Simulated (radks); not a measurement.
Values are calculated unless marked as measured or tabulated.
Ionisation of Cr4+, [Ar] 3d2, to Cr5+, [Ar] 3d1, under several functionals. Scalar-relativistic Kohn-Sham, spin-polarised, spherical densities, finite nucleus; open shells are filled with parallel spins first; a radial shooting solver on a logarithmic mesh with Libxc functionals.

functional	E(Cr4+) (hartree)	Exc (hartree)	IE (eV)	-e(HOMO) (eV)	<r> HOMO (bohr)	IE error (eV)
HCTH/407	-1047.37012	-47.54458	70.114	59.874	1.001	+0.654
SOGGA	-1045.59828	-45.68117	69.112	58.932	1.015	-0.348
TASK exchange with Perdew-Wang LDA correlation	-1046.65915	-46.74696	68.882	58.890	0.9976	-0.578
PBEsol	-1045.75055	-45.83495	69.229	59.042	1.014	-0.231
exchange-only PBE	-1045.94476	-46.03141	68.064	57.933	1.022	-1.396
PBE	-1046.81975	-46.92542	69.261	59.074	1.016	-0.199

NIST Atomic Spectra Database: 69.46 eV (semi-empirical). Closest: PBE. The Delta-SCF values span 2.05 eV, the total energies 1.77 hartree. The highest occupied level is 3d. Open shells are spherical and high-spin; term and fine-structure splittings are not resolved.
